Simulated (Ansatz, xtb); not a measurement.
**Relative energy of two isomers of C7H5Br**

Structure X: `C#CC1=C(Br)CC=C1`, a singlet. Structure Y: `BrC1=C2CC2=CC=C1`, a singlet. Both are isolated molecules in the gas phase, relaxed with B3LYP/def2-SVP.

Question: Estimate which is lower in electronic energy at CCSD(T)/def2-SVP + ΔMP2/def2-TZVPP, and by roughly how much.

Answer: Not settled: CCSD(T)/def2-SVP + ΔMP2/def2-TZVPP gives E(Y) − E(X) = +1.20 kcal/mol, but this leans on the basis-set step: CCSD(T) alone gives −0.40 kcal/mol.

The same difference at several levels:

```json
{"level": "GFN2-xTB", "geometry": "GFN2-xTB", "E(Y) − E(X) (kcal/mol)": "−3.19", "departure from the last row (kcal/mol)": "−4.39", "job, with rough time for the two": "optimisation, 0.17 s"}
{"level": "HF/STO-3G", "geometry": "GFN2-xTB", "E(Y) − E(X) (kcal/mol)": "+1.56", "departure from the last row (kcal/mol)": "+0.35", "job, with rough time for the two": "single point, 0.56 s"}
{"level": "r2SCAN-D4/def2-SVP", "geometry": "GFN2-xTB", "E(Y) − E(X) (kcal/mol)": "−9.49", "departure from the last row (kcal/mol)": "−10.69", "job, with rough time for the two": "single point, 4.6 s"}
{"level": "B3LYP/def2-SVP", "geometry": "B3LYP/def2-SVP", "E(Y) − E(X) (kcal/mol)": "−5.54", "departure from the last row (kcal/mol)": "−6.75", "job, with rough time for the two": "optimisation, 41 s"}
{"level": "HF/def2-SVP", "geometry": "B3LYP/def2-SVP", "E(Y) − E(X) (kcal/mol)": "+1.87", "departure from the last row (kcal/mol)": "+0.67", "job, with rough time for the two": "part of the CCSD(T) run"}
{"level": "MP2/def2-SVP", "geometry": "B3LYP/def2-SVP", "E(Y) − E(X) (kcal/mol)": "−4.11", "departure from the last row (kcal/mol)": "−5.32", "job, with rough time for the two": "part of the CCSD(T) run"}
{"level": "CCSD(T)/def2-SVP", "geometry": "B3LYP/def2-SVP", "E(Y) − E(X) (kcal/mol)": "−0.40", "departure from the last row (kcal/mol)": "−1.60", "job, with rough time for the two": "single point"}
{"level": "CCSD(T)/def2-SVP + ΔMP2/def2-TZVPP", "geometry": "B3LYP/def2-SVP", "E(Y) − E(X) (kcal/mol)": "+1.20", "departure from the last row (kcal/mol)": "", "job, with rough time for the two": "single point, 2.2 min"}
```

As drawn, Y has 1 C–C, 1 C=C in place of 1 C≡C. Structure X has a 5-membered ring, Y a 3-membered ring and a 6-membered ring.

GFN2-xTB, r2SCAN-D4/def2-SVP, B3LYP/def2-SVP, MP2/def2-SVP put the two in the other order. CCSD(T)/def2-SVP finds them nearly level. The largest departure from CCSD(T)/def2-SVP + ΔMP2/def2-TZVPP is that of r2SCAN-D4/def2-SVP, 10.69 kcal/mol. The last row adds to CCSD(T) the change of the MP2 difference between the two basis sets, here +1.60 kcal/mol.

With thermal terms from frequencies at re-optimised GFN2-xTB minima (ideal gas, soft modes damped towards free rotors, one conformer each, 298.15 K, 1 atm): on the last row, ΔE + ΔZPE = +2.81, ΔH = +2.15, ΔG = +3.59 kcal/mol.

The correlated steps freeze 16 core orbitals; the filled d shell of Br is correlated, in a basis made for valence electrons. Run with Ansatz 0.2.0, xtb 6.7.1; the last row on 4 threads of Arm Neoverse V1 on a shared host.
